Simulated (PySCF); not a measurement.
**How methods differ on the ionisation energy of B⁺**

B⁺ [He] 2s2 (1S) → B²⁺ [He] 2s1 (2S), as a difference of total energies. Computed with PySCF 2.14 in Sapporo-DZP-2012, with scalar relativity by spin-free X2C-1e. Correlated levels: valence: 1s2 frozen. The calculations carry no spin-orbit coupling.

```json
{"method": "UHF", "ionisation energy (eV)": "23.441", "error (eV)": "-1.714"}
{"method": "PBE", "ionisation energy (eV)": "24.611", "error (eV)": "-0.544"}
{"method": "B3LYP", "ionisation energy (eV)": "24.742", "error (eV)": "-0.413"}
{"method": "MP2 (valence)", "ionisation energy (eV)": "24.349", "error (eV)": "-0.806"}
{"method": "SCS-MP2 (valence)", "ionisation energy (eV)": "24.530", "error (eV)": "-0.625"}
{"method": "CCSD (valence)", "ionisation energy (eV)": "25.054", "error (eV)": "-0.101"}
```

Reference: 25.155 eV (measured; NIST Atomic Spectra Database, ionization energies).

Errors of the correlated levels include the incompleteness of this basis and the frozen core.

With two correlated electrons CCSD is exact in that space.

The coupled-cluster amplitudes are large for B⁺ (T1 above 0.03 or a double amplitude above 0.15), so a single reference is strained.
